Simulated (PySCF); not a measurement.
Ge(OH)3(PH2) (GeH₅O₃P), SMILES [OH][Ge]([OH])([PH2])[OH]. Atoms are numbered in the order given.

```xyz
10

O     -0.3793     0.0968     1.8622
Ge    -0.2540     0.0161     0.0911
O     -1.1097     1.5038    -0.4027
O     -1.1098    -1.4382    -0.4686
P      1.8847    -0.1447    -0.7937
H     -0.7782     0.9365     2.1330
H     -1.2914     1.5408    -1.3514
H     -1.8658    -1.6431     0.0999
H      2.1885    -1.2725     0.0286
H      2.3953     0.7952     0.1539
```
Charge 0, spin multiplicity 1.

Geometry: B3LYP-D3(BJ)/def2-SVP. This is a generated structure with no PubChem entry under its InChIKey; it may be hypothetical. One conformer was computed; it need not be the lowest.

Vertical ionisation energy (IE) and electron affinity (EA) in eV. Rows of orbital energies are one-electron estimates. Where ΔSCF, EOM or ADC give a negative EA the extra electron is unbound and the value depends on the basis.

| level | IE | EA |
|---|---|---|
| −ε(HOMO), −ε(LUMO), CAM-B3LYP/def2-TZVP (PySCF) | … | … |
| −ε(HOMO), −ε(LUMO), PBE/def2-TZVP (PySCF) | 6.63 | 1.28 |

### Question
Some entries are withheld; supply them. (The exact figures need the calculation; the answer reports its results.)

### Answer

- −ε(HOMO), −ε(LUMO), CAM-B3LYP/def2-TZVP (PySCF), IE: 9.18
- −ε(HOMO), −ε(LUMO), CAM-B3LYP/def2-TZVP (PySCF), EA: -0.59
